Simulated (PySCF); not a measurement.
## `C#C[C@H]1SBS[C@@H]1F`, C4H4BFS2

Geometry (Å), atoms numbered from 1 in this order:
```xyz
12

C     0.553    2.484    0.448
C     0.004    1.525   -0.012
C    -0.577    0.320   -0.552
S     0.668   -0.490   -1.677
B     1.329   -1.588   -0.462
S     0.483   -1.638    1.104
C    -0.966   -0.645    0.561
F    -1.942   -1.498    0.122
H     1.003    3.346    0.841
H    -1.452    0.547   -1.168
H     2.267   -2.242   -0.666
H    -1.369   -0.122    1.435
```

Computed with TDDFT PBE0/def2-SVPD circular dichroism and optical rotation, one conformer, gas phase in PySCF 2.14.0. Geometry: GFN2-xTB.

Singlets 7 and 8 lie within 0.01 eV of each other, so their separate moments and overlaps can depend on how they mix.

Stereocentres: C3 R, C7 S.

What is the specific rotation at 633, 589.3, 546, 436, 405, 365, 355 nm?

[α] in deg dm⁻¹ (g/mL)⁻¹:
| λ (nm) | origin-invariant length gauge | modified velocity gauge | length gauge (centre of mass) | isotropic polarisability (au) |
| --- | --- | --- | --- | --- |
| 633 | +584.5 | +590.2 | +586.5 | 97.7 |
| 589.3 | +697.0 | +703.8 | +699.3 | 98.2 |
| 546 | +846.4 | +854.8 | +849.1 | 98.8 |
| 436 | +1588.8 | +1606.0 | +1593.2 | 101.3 |
| 405 | +2007.6 | +2030.1 | +2012.8 | 102.5 |
| 365 | +2897.5 | +2931.9 | +2904.1 | 104.7 |
| 355 | +3227.2 | +3266.2 | +3234.2 | 105.4 |

And for the mirror image at 589.3 nm?

-697.0 deg dm⁻¹ (g/mL)⁻¹ (origin-invariant length gauge): the same size and the opposite sign.

What is the molar rotation [Φ] = [α]·M/100 of the geometry above at 589.3 nm?

With M = 146.00 g/mol, +1017.6 deg cm² dmol⁻¹ (origin-invariant length gauge).

The first excitation lies at 5.21 eV (238 nm) with R = +91.9 × 10⁻⁴⁰ esu² cm² (velocity form).
